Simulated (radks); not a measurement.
Values are calculated unless marked as measured or tabulated.
Coulomb parameter of the 4d shell of the niobium ion Nb2+ in the model configuration [Kr] 4d1.5 5s1.5, as a second difference U = [E(n + 0.5) + E(n - 0.5) - 2 E(n)] / (0.5)^2 with all orbitals relaxed. "Bare": the charge of the atom changes with n. "Screened": the 5s shell takes up the change at fixed total charge, which measures U(4d,4d) + U(5s,5s) - 2 U(4d,5s). Code: a radial shooting solver on a logarithmic mesh with Libxc functionals. Model: Dirac Kohn-Sham, PBE, spin-unpolarised, spherical densities, finite nucleus; open shells are shared between the two j in proportion to 2j + 1; Fermi nuclear charge, rms radius 4.324 fm.

case,configuration,E - E(n) (eV)
start,[Kr] 4d1.5 5s1.5,0.000
bare +0.5,[Kr] 4d2 5s1.5,-10.213
bare -0.5,[Kr] 4d1 5s1.5,13.073
screened +0.5,[Kr] 4d2 5s1,-1.889
screened -0.5,[Kr] 4d1 5s2,2.234

U(bare) = 11.440 eV, U(screened by 5s) = 1.380 eV.
